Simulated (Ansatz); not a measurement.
Total energies of BMe2(CH2SiH3) (C₃H₁₁BSi) from Ansatz at LC-ωPBE/def2-TZVP, gas phase (1 Eh = 27.2114 eV = 2625.5 kJ/mol). The reference geometry is relaxed at PBE0-D4/def2-SVP.

```csv
atom,x (Å),y (Å),z (Å)
B1,0.344,0.507,-0.259
C2,0.906,1.464,0.857
H3,0.329,2.391,0.994
H4,1.912,1.773,0.510
H5,1.057,0.977,1.834
C6,-0.541,1.100,-1.419
H7,-0.702,0.432,-2.278
H8,-0.151,2.067,-1.780
H9,-1.535,1.333,-0.990
C10,0.633,-1.029,-0.181
Si11,-0.817,-1.878,0.685
H12,0.705,-1.509,-1.172
H13,1.526,-1.279,0.416
H14,-1.011,-1.325,2.061
H15,-2.086,-1.675,-0.081
H16,-0.569,-3.348,0.803
```

```json
{"state": "charge 0 singlet", "geometry": "reference", "energy (Eh)": "-435.17686"}
{"state": "charge 1 doublet", "geometry": "reference", "energy (Eh)": "-434.78533"}
{"state": "free B atom (doublet)", "geometry": "–", "energy (Eh)": "-24.62754"}
{"state": "free C atom (triplet)", "geometry": "–", "energy (Eh)": "-37.82224"}
{"state": "free H atom (doublet)", "geometry": "–", "energy (Eh)": "-0.50601"}
{"state": "free Si atom (triplet)", "geometry": "–", "energy (Eh)": "-289.26966"}
```

LC-ωPBE has ω = 0.4 bohr⁻¹.

(1) Work out the vertical ionisation energy to the doublet.

(2) What is the binding energy per atom against free atoms?

(1) E(charge 1 doublet) − E(charge 0 singlet) = -434.78533 − (-435.17686) = 0.39153 Eh = 10.65 eV. For comparison, −ε of the highest occupied level is 11.13 eV at this level, 0.48 eV more.

(2) Atoms: 1 × (-24.62754) + 3 × (-37.82224) + 11 × (-0.50601) + 1 × (-289.26966) = -432.93003 Eh. Binding: -432.93003 − (-435.17686) = 2.24683 Eh = 61.14 eV, or 3.82 eV for each of 16 atoms (no zero-point energy, no counterpoise term).
